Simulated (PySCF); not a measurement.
**Atomic charges against the basis set**

Compound: C₃H₇NSi.
Geometry (PBE0-D3(BJ)/def2-SVP, Å), atoms numbered from 1 in this order:
```xyz
12
C3H7NSi angstrom
C      2.3306    1.3040   -0.8499
C      1.3358    0.7777   -0.3863
Si    -0.1746    0.0032    0.3329
C     -1.6839    0.4307   -0.6819
N      0.0840   -1.7084    0.2894
H      3.2071    1.7705   -1.2637
H     -0.3323    0.5959    1.7027
H     -1.8393    1.5204   -0.6989
H     -1.5653    0.0742   -1.7156
H     -2.5888   -0.0305   -0.2548
H     -0.6682   -2.3309    0.5643
H      0.9786   -2.0744    0.5962
```

PBE0 throughout (PySCF), one geometry, spherical d and f functions. The structure is a single PBE0-D3(BJ)/def2-SVP conformer in the gas phase; no vibrational or solvent corrections. The first 7 of 9 kinds of atom are listed.

Mulliken charges (e):

| basis | functions | C1 | C2 | Si3 | C4 | N5 | H6 | H7 |
| --- | --- | --- | --- | --- | --- | --- | --- | --- |
| STO-3G | 36 | -0.149 | -0.245 | +0.838 | -0.404 | -0.590 | +0.110 | -0.133 |
| 6-31G | 63 | -0.358 | -0.217 | +0.997 | -0.819 | -0.989 | +0.259 | -0.140 |
| pcSseg-0 | 63 | -0.395 | -0.432 | +1.466 | -1.198 | -1.056 | +0.280 | -0.090 |
| 6-31G* | 88 | -0.215 | -0.166 | +0.642 | -0.771 | -0.917 | +0.231 | -0.107 |
| cc-pVDZ | 109 | -0.166 | -0.025 | +0.433 | -0.272 | -0.300 | +0.018 | -0.104 |
| def2-SVP | 109 | -0.249 | -0.031 | +0.590 | -0.353 | -0.401 | +0.046 | -0.108 |
| aug-cc-pVDZ | 182 | +1.114 | -0.727 | +0.624 | +0.443 | -0.326 | -0.464 | +0.208 |
| 6-311+G(2d,p) | 185 | -0.490 | -0.031 | +1.020 | -0.717 | -0.832 | +0.161 | -0.082 |
| def2-TZVP | 203 | -0.194 | -0.149 | +0.434 | -0.489 | -0.626 | +0.179 | -0.058 |
| cc-pVTZ | 252 | -0.111 | -0.216 | +0.402 | -0.390 | -0.346 | +0.155 | -0.092 |
| IGLO-III | 254 | -0.243 | -0.211 | +0.950 | -0.614 | -0.697 | +0.155 | -0.182 |

IAO charges (e):

| basis | functions | C1 | C2 | Si3 | C4 | N5 | H6 | H7 |
| --- | --- | --- | --- | --- | --- | --- | --- | --- |
| STO-3G | 36 | -0.160 | -0.307 | +0.975 | -0.648 | -0.690 | +0.154 | -0.127 |
| 6-31G | 63 | -0.188 | -0.304 | +0.932 | -0.720 | -0.819 | +0.200 | -0.133 |
| pcSseg-0 | 63 | -0.174 | -0.313 | +0.959 | -0.727 | -0.794 | +0.192 | -0.141 |
| 6-31G* | 88 | -0.181 | -0.335 | +1.048 | -0.723 | -0.837 | +0.195 | -0.166 |
| cc-pVDZ | 109 | -0.192 | -0.329 | +1.042 | -0.720 | -0.829 | +0.199 | -0.165 |
| def2-SVP | 109 | -0.183 | -0.328 | +1.050 | -0.714 | -0.822 | +0.193 | -0.171 |
| aug-cc-pVDZ | 182 | -0.200 | -0.329 | +1.049 | -0.734 | -0.860 | +0.204 | -0.162 |
| 6-311+G(2d,p) | 185 | -0.198 | -0.338 | +1.081 | -0.745 | -0.870 | +0.204 | -0.170 |
| def2-TZVP | 203 | -0.197 | -0.341 | +1.093 | -0.749 | -0.869 | +0.204 | -0.173 |
| cc-pVTZ | 252 | -0.197 | -0.338 | +1.079 | -0.746 | -0.864 | +0.204 | -0.170 |
| IGLO-III | 254 | -0.199 | -0.340 | +1.091 | -0.749 | -0.873 | +0.205 | -0.172 |

Hirshfeld charges (e):

| basis | functions | C1 | C2 | Si3 | C4 | N5 | H6 | H7 |
| --- | --- | --- | --- | --- | --- | --- | --- | --- |
| STO-3G | 36 | -0.106 | -0.167 | +0.509 | -0.124 | -0.318 | +0.072 | -0.096 |
| 6-31G | 63 | -0.092 | -0.163 | +0.393 | -0.193 | -0.325 | +0.102 | -0.095 |
| pcSseg-0 | 63 | -0.093 | -0.162 | +0.422 | -0.196 | -0.321 | +0.097 | -0.102 |
| 6-31G* | 88 | -0.091 | -0.158 | +0.364 | -0.194 | -0.311 | +0.102 | -0.096 |
| cc-pVDZ | 109 | -0.095 | -0.158 | +0.394 | -0.204 | -0.307 | +0.097 | -0.101 |
| def2-SVP | 109 | -0.093 | -0.155 | +0.398 | -0.208 | -0.310 | +0.096 | -0.102 |
| aug-cc-pVDZ | 182 | -0.093 | -0.160 | +0.410 | -0.219 | -0.322 | +0.097 | -0.091 |
| 6-311+G(2d,p) | 185 | -0.093 | -0.162 | +0.403 | -0.210 | -0.317 | +0.099 | -0.092 |
| def2-TZVP | 203 | -0.093 | -0.158 | +0.397 | -0.213 | -0.318 | +0.097 | -0.094 |
| cc-pVTZ | 252 | -0.093 | -0.156 | +0.399 | -0.214 | -0.318 | +0.097 | -0.095 |
| IGLO-III | 254 | -0.096 | -0.156 | +0.401 | -0.216 | -0.318 | +0.097 | -0.090 |

ESP-fitted charges (e):

```csv
basis,functions,C1,C2,Si3,C4,N5,H6,H7
STO-3G,36,-0.184,-0.305,+1.038,-0.685,-0.940,+0.176,-0.188
6-31G,63,-0.266,-0.279,+1.010,-0.722,-1.239,+0.268,-0.213
pcSseg-0,63,-0.231,-0.379,+1.226,-0.871,-1.204,+0.269,-0.267
6-31G*,88,-0.321,-0.192,+0.795,-0.587,-1.032,+0.287,-0.188
cc-pVDZ,109,-0.327,-0.186,+0.742,-0.520,-0.912,+0.285,-0.183
def2-SVP,109,-0.307,-0.214,+0.821,-0.564,-0.951,+0.279,-0.201
aug-cc-pVDZ,182,-0.393,-0.132,+0.798,-0.563,-0.972,+0.308,-0.193
"6-311+G(2d,p)",185,-0.397,-0.141,+0.810,-0.567,-1.007,+0.317,-0.195
def2-TZVP,203,-0.387,-0.141,+0.803,-0.570,-0.995,+0.310,-0.196
cc-pVTZ,252,-0.378,-0.147,+0.785,-0.565,-0.950,+0.306,-0.194
IGLO-III,254,-0.386,-0.136,+0.787,-0.551,-0.975,+0.307,-0.192
```

Q: Which scheme is steadiest as the basis changes?

A: Largest range over the bases for any column: Hirshfeld 0.14 e, IAO 0.18 e, ESP-fitted 0.48 e, Mulliken 1.64 e. Hirshfeld charges move least and Mulliken charges most, counted in e. Without the minimal STO-3G basis the ranges are Hirshfeld 0.06, IAO 0.16, ESP-fitted 0.48, Mulliken 1.64 e.

Q: How much do the charges still move between the two largest bases, cc-pVTZ and IGLO-III?

A: At most, over all atoms: Mulliken 0.548 e, IAO 0.011 e, Hirshfeld 0.005 e, ESP-fitted 0.026 e.

Q: What do the same runs give for the total energy, the frontier levels and the dipole moment?

A: 
```json
{"basis": "STO-3G", "energy (Eh)": "-456.9168", "HOMO (eV)": "-3.78", "LUMO (eV)": "4.97", "μ (D)": "1.31"}
{"basis": "6-31G", "energy (Eh)": "-462.3109", "HOMO (eV)": "-6.88", "LUMO (eV)": "0.58", "μ (D)": "0.89"}
{"basis": "pcSseg-0", "energy (Eh)": "-461.6867", "HOMO (eV)": "-6.96", "LUMO (eV)": "0.37", "μ (D)": "0.98"}
{"basis": "6-31G*", "energy (Eh)": "-462.3869", "HOMO (eV)": "-7.05", "LUMO (eV)": "0.49", "μ (D)": "0.89"}
{"basis": "cc-pVDZ", "energy (Eh)": "-462.4160", "HOMO (eV)": "-7.09", "LUMO (eV)": "0.38", "μ (D)": "0.96"}
{"basis": "def2-SVP", "energy (Eh)": "-462.1969", "HOMO (eV)": "-7.14", "LUMO (eV)": "0.31", "μ (D)": "0.95"}
{"basis": "aug-cc-pVDZ", "energy (Eh)": "-462.4334", "HOMO (eV)": "-7.35", "LUMO (eV)": "-0.29", "μ (D)": "0.77"}
{"basis": "6-311+G(2d,p)", "energy (Eh)": "-462.4820", "HOMO (eV)": "-7.40", "LUMO (eV)": "-0.21", "μ (D)": "0.78"}
{"basis": "def2-TZVP", "energy (Eh)": "-462.4981", "HOMO (eV)": "-7.36", "LUMO (eV)": "0.01", "μ (D)": "0.84"}
{"basis": "cc-pVTZ", "energy (Eh)": "-462.4951", "HOMO (eV)": "-7.32", "LUMO (eV)": "0.10", "μ (D)": "0.85"}
{"basis": "IGLO-III", "energy (Eh)": "-462.5036", "HOMO (eV)": "-7.38", "LUMO (eV)": "-0.06", "μ (D)": "0.80"}
```

The dipole is fixed by the density alone, so its range of 0.54 D shows that the density itself changes with the basis, not only its division among atoms.
